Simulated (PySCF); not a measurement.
An excited-state job on `C[SiH2]C#[C][GeH3]`.

Computed with TDDFT PBE0/def2-SVPD, vertical, gas phase, core orbitals frozen in the response (PySCF 2.14.0, density-fitted response routines). Geometry: GFN2-xTB. The input is one job of a driver script: a line of settings, then coordinates in Å.

Command:
```bash
OMP_NUM_THREADS=1 python probes_run.py task.json out
```

Input:
```
{"job": {"kind": "uv", "xc": "PBE0", "basis": "def2-SVPD", "nstates": 6, "ntriplets": 2}, "charge": 0, "multiplicity": 1}
C      2.558734     0.687727    -0.048904
Si     1.398442    -0.079233     1.242560
C     -0.291010    -0.223663     0.490901
C     -1.393005    -0.313929    -0.004553
Ge    -3.117278    -0.462228    -0.766669
H      3.565566     0.794980     0.345634
H      2.215902     1.673255    -0.352237
H      2.618063     0.071599    -0.942020
H      1.852234    -1.426128     1.610552
H      1.297930     0.782858     2.426786
H     -4.050405    -1.049015     0.238717
H     -3.603110     0.890082    -1.169376
H     -3.056450    -1.345818    -1.967712
```

Question: Estimate the output.

Answer: 
```
coarse grid: 49144 points
cycle   1  E = -2484.5438044399  dE = -3.840e-01  |g| = 5.486e-01  |ddm| = 5.865e+00
cycle   2  E = -2484.5250167170  dE =  1.879e-02  |g| = 6.166e-01  |ddm| = 1.759e+00
cycle   3  E = -2484.6013196208  dE = -7.630e-02  |g| = 6.648e-02  |ddm| = 9.394e-01
cycle   4  E = -2484.6016700610  dE = -3.504e-04  |g| = 5.809e-02  |ddm| = 2.085e-01
cycle   5  E = -2484.6025330496  dE = -8.630e-04  |g| = 6.044e-03  |ddm| = 9.342e-02
cycle   6  E = -2484.6025446712  dE = -1.162e-05  |g| = 1.670e-03  |ddm| = 2.425e-02
cycle   7  E = -2484.6025454303  dE = -7.591e-07  |g| = 3.135e-04  |ddm| = 3.593e-03
final grid: 101568 points
cycle   8  E = -2484.6025359645  dE = -2.744e-08  |g| = 3.184e-04  |ddm| = 7.284e-03
cycle   9  E = -2484.6025359569  dE =  7.610e-09  |g| = 3.583e-04  |ddm| = 1.108e-03
cycle  10  E = -2484.6025359932  dE = -3.635e-08  |g| = 3.345e-05  |ddm| = 4.485e-04
cycle  11  E = -2484.6025359935  dE = -2.674e-10  |g| = 1.379e-05  |ddm| = 7.445e-05
converged SCF energy = -2484.6025359935

Static polarisability (au): isotropic 94.667, principal 73.836 80.090 130.074

Singlet excitations
state   eV       nm        f      main configurations
  1   5.7557    215.4   0.00003   H-1->L 0.53, H->L+1 0.42
  2   5.9895    207.0   0.00854   H->L 0.51, H-1->L+1 0.45
  3   5.9905    207.0   0.00356   H->L+1 0.54, H-1->L 0.42
  4   7.2379    171.3   0.03513   H->L+2 0.89
  5   7.2592    170.8   0.00014   H-1->L+2 0.94
  6   7.4966    165.4   0.82450   H->L 0.33, H-1->L+1 0.28, H->L+3 0.16

Triplet excitations (Tamm-Dancoff, eV): 4.7020 5.1410
```

The SCF starts on a coarse grid where the log names one; the energy can jump when the final grid takes over, and dE then counts from the start density on the new grid. H and L stand for HOMO and LUMO; the number after each pair is its weight.

Question: How does the lowest singlet excitation compare with the HOMO–LUMO gap?

Answer: HOMO -7.94 eV and LUMO -0.32 eV give a gap of 7.62 eV; S1 at 5.76 eV lies 1.86 eV below it.

Main results: HOMO -7.94 eV, LUMO -0.32 eV; lowest singlet 5.76 eV; lowest triplet 4.70 eV (Tamm–Dancoff); mean polarisability 94.7 au.

 The PBE0/def2-SVPD calculation is non-relativistic and has no spin–orbit coupling, an omission that weighs most on germanium.

Hardware: one thread, Arm Neoverse V1 (aarch64), shared host with 32 logical CPUs at a one-minute load of 8.8. Cost: 22 s, 0.73 GiB resident at most.
Labels such as C1 count atoms from 1, the log's own numbers from 0.
